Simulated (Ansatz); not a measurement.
Geometry optimisation, RKS r2SCAN-D4/def2-SVP (Ansatz).

input.yaml

```yaml
crystal:
  periodic: [false, false, false]
  atoms:
    - { symbol: Sn, position_ang: [0.0, 0.0, 0.0] }
    - { symbol: H, position_ang: [0.0, 0.0, 1.74] }
    - { symbol: Cl, position_ang: [2.2726, 0.0, -0.8025] }
    - { symbol: Cl, position_ang: [-1.1351, 1.9666, -0.8025] }
    - { symbol: C, position_ang: [-1.0126, -1.7544, -0.716] }
    - { symbol: H, position_ang: [-1.5123, -2.2661, 0.1329] }
    - { symbol: H, position_ang: [-1.7727, -1.4617, -1.4701] }
    - { symbol: H, position_ang: [-0.2768, -2.4431, -1.1811] }
basis:
  gaussian: { orbitals: def2-SVP }
hamiltonian:
  xc: r2scan
  dispersion: d4
relax:
  f_tol: 0.02
  max_steps: 40
output:
  orbitals: {}
```

Run as:

```bash
$ ansatz run input.yaml --threads 2 --pin off --max-ram 3072MiB --backend cpu --events-out ev --progress --plain --runs-dir out
```

Where does it end, and by what steps?

The run converged. After 5 steps the energy has fallen by 0.107 eV; H2 moved furthest, 0.20 Å.

| step | energy less start (eV) | largest force component (eV/Å) | accepted |
| --- | --- | --- | --- |
| 0 | 0.0000 | 0.724 | yes |
| 1 | -0.0741 | 0.369 | yes |
| 2 | -0.1035 | 0.138 | yes |
| 3 | -0.1063 | 0.049 | yes |
| 4 | -0.1070 | 0.046 | yes |
| 5 | -0.1073 | 0.006 | yes |

```xyz
8
Properties=species:S:1:pos:R:3
Sn -0.029 -0.053 0.075
H 0.110 0.167 1.764
Cl 2.161 -0.021 -0.799
Cl -1.113 1.862 -0.775
C -1.019 -1.767 -0.734
H -1.561 -2.302 0.058
H -1.723 -1.421 -1.503
H -0.262 -2.424 -1.185
```

Run time: 26 s on 2 threads of Arm Neoverse V2 (shared host), peak memory 0.16 GiB.
